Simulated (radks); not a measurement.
Initial-state core-level shifts of the indium ion In+ when its valence configuration changes from [Kr] 4d10 5s2. All-electron calculation, scalar-relativistic Kohn-Sham, PBE, spin-polarised, spherical densities, point nucleus; open shells are filled with parallel spins first (spin-orbit coupling, left out, can overturn this in heavy ions). Program: a radial shooting solver on a logarithmic mesh with Libxc functionals. Shifts are changes of the shell-averaged eigenvalues in eV (positive: less bound).

4d9.5 5s2 5p0.5: 1s -3.797; 2s -3.955; 4s -3.518; 4p -3.396
4d9 5s2 5p1: 1s -7.605; 2s -7.940; 4s -6.990; 4p -6.738
4d10 5s1 5p1: 1s -1.490; 2s -1.452; 4s -1.504; 4p -1.500
4d10 5s1.5 5p0.5: 1s -0.793; 2s -0.773; 4s -0.797; 4p -0.795
4d10 5p2: 1s -3.031; 2s -2.953; 4s -3.044; 4p -3.037
4d8 5s2 5p2: 1s -15.300; 2s -16.042; 4s -13.836; 4p -13.299
4d9.5 5s1 5p1.5: 1s -5.136; 2s -5.265; 4s -4.871; 4p -4.742
4d7 5s2 5p3: 1s -23.141; 2s -24.358; 4s -20.579; 4p -19.731
